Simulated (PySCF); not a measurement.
## A run with a changed setting

The sound run of [Yb(H2O)4]3+ (singlet in the valence; each metal's 4f electrons, 13 of them, lie in its core potential, out of spins and levels) uses PySCF 2.14.0, RKS r2SCAN, Yb lcecp-1-SVP with ECP59, O def2-SVP, H def2-SVP; non-relativistic Hamiltonian with scalar-relativistic core potentials where named; density fitting; no spin-orbit coupling, grid (50, 194), threshold 1e-8 and 55 cycles at the relaxed geometry. This run, with dm0 from free metal ions and neutral atoms, differs:

```python
mol = gto.M(atom='''
Yb    -0.00003     0.00000     0.00000
O      1.33560     1.29699     1.22766
H      2.14681     1.04084     1.72946
H      1.26292     2.26720     1.39760
O     -1.33565    -1.22767     1.29699
H     -1.26276    -1.39775     2.26725
H     -2.14691    -1.72944     1.04084
O      1.33560    -1.29699    -1.22766
H      1.26292    -2.26720    -1.39760
H      2.14681    -1.04084    -1.72946
O     -1.33565     1.22767    -1.29699
H     -2.14691     1.72944    -1.04084
H     -1.26276     1.39775    -2.26725''',
    basis={'Yb': 'lcecp-1-SVP', 'O': 'def2-SVP', 'H': 'def2-SVP'},
    ecp={'Yb': 'lcecp-1-SVP'},
    charge=3, spin=1)
mf = dft.UKS(mol, xc='R2SCAN')
mf.grids.atom_grid = (50, 194)  # f atoms: unpruned, at least (60, 302)
mf = mf.density_fit()  # fitting sets: Yb AutoAux, O def2-universal-JKFIT, H def2-universal-JKFIT
mf.conv_tol = 1e-08; mf.max_cycle = 65
mf.kernel(dm0)
```

Q: What was changed, and how did it end?

A: The spin was changed. The program refused it. The cycle limit differs too. These settings are unsound on purpose: the numbers aren't the compound's.
```
RuntimeError: Electron number 48 and spin 1 are not consistent
Note mol.spin = 2S = Nalpha - Nbeta, not 2S+1
```

Run from Python with OMP_NUM_THREADS=2; the lines above give its settings.

No frequency check is given that shows the relaxed geometry to be a minimum. An lcecp potential fixes the number of 4f electrons, so in runs with it no electron can move into or out of that shell.
